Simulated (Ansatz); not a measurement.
Cost and result for the atomization energy of `C1C[AsH]1` (8 atoms, 8 bonds).

| atom | x (Å) | y (Å) | z (Å) |
| --- | --- | --- | --- |
| C1 | -0.1106 | 0.1389 | 0.8114 |
| C2 | -0.5423 | 0.1966 | -0.5977 |
| As3 | 1.4399 | 0.2649 | -0.4301 |
| H4 | -0.2091 | -0.7958 | 1.3477 |
| H5 | -0.2472 | 1.0226 | 1.4235 |
| H6 | -0.9781 | 1.1199 | -0.9607 |
| H7 | -0.9446 | -0.6978 | -1.0551 |
| H8 | 1.5920 | -1.2492 | -0.5389 |

Charge 0, multiplicity 1. Correlated methods include outer-core shells of As, which these sets cover unevenly. Scalar relativity is left out up to krypton. The structure was optimised at the PBE0-D4/def2-TZVP level. Program: Ansatz. All runs use 2 threads of an Arm Neoverse V1 on a shared host. Times are those of one run each, without the atoms' runs, and a repeat can differ threefold. Electronic energies, without spin–orbit coupling; frozen cores. CCSD(T)/CBS adds CCSD(T) − MP2 in def2-TZVPP to the MP2 limit, and its time is that of the two runs behind it. T1 = 0.010. With those shells the extrapolation isn't a true limit. B3LYP takes the VWN-RPA correlation (the form of Gaussian; ORCA's B3LYP/G).

CCSD(T)/CBS is a level of theory with its own doubt, some kJ/mol a heavy atom from the limit and from the frozen cores, so smaller differences don't rank the functionals.

```tsv
level	functions	wall time
LDA (SPW92)/def2-TZVPP	180	1.2 s
BHLYP-D4/def2-TZVPP	180	2.6 s
PBE0-D4/def2-TZVPP	180	2.8 s
CCSD(T)/def2-SVP	85	3.1 s
CAM-B3LYP-D4/def2-TZVPP	180	3.1 s
B3LYP-D4/def2-TZVPP (with forces)	180	3.7 s
B2PLYP/def2-TZVPP	180	4.8 s
r2SCANh-D4/def2-TZVPP	180	5 s
B97M-V/def2-TZVPP	180	9.5 s
ωB97M-V/def2-TZVPP (with forces)	180	10 s
MP2/def2-QZVPP	353	19 s
CCSD(T)/def2-TZVPP	180	53 s
CCSD(T)/CBS(def2)	–	72 s
```

Q: What atomization energy does each give, and how far from CCSD(T)/CBS? (Estimate.)

A: The calculation gave: 
```
                            level  atomization (kcal/mol)  difference from CCSD(T)/CBS  per bond
           LDA (SPW92)/def2-TZVPP                   771.7                        101.0      12.6
              BHLYP-D4/def2-TZVPP                   653.4                        -17.3      -2.2
               PBE0-D4/def2-TZVPP                   674.7                          4.0       0.5
                 CCSD(T)/def2-SVP                   631.2                        -39.5      -4.9
          CAM-B3LYP-D4/def2-TZVPP                   672.9                          2.2       0.3
B3LYP-D4/def2-TZVPP (with forces)                   673.0                          2.3       0.3
                B2PLYP/def2-TZVPP                   664.7                         -6.0      -0.7
            r2SCANh-D4/def2-TZVPP                   669.8                         -0.9      -0.1
                B97M-V/def2-TZVPP                   674.9                          4.2       0.5
 ωB97M-V/def2-TZVPP (with forces)                   671.6                          0.9       0.1
                   MP2/def2-QZVPP                   668.5                         -2.2      -0.3
               CCSD(T)/def2-TZVPP                   654.7                        -16.0      -2.0
                CCSD(T)/CBS(def2)                   670.7                          0.0       0.0
```

In def2-TZVPP, CCSD(T) changes the Hartree–Fock value by +177.8 kcal/mol (the triples alone add +10.8 kcal/mol) and MP2 by +182.3 kcal/mol; breaking electron pairs costs correlation energy, which Hartree–Fock lacks. At CCSD(T), def2-SVP lies −39.4 kcal/mol from the extrapolated value and def2-TZVPP −16.0 kcal/mol: correlation converges slowly with the basis, and small sets miss more of it in the bonded molecule than in its fragments. From r2SCAN to r2SCAN0 (25 % exact exchange), in def2-TZVPP and without D4, the atomization energy moves by −9.2 kcal/mol: exact exchange takes away binding that semilocal exchange gives to molecules.
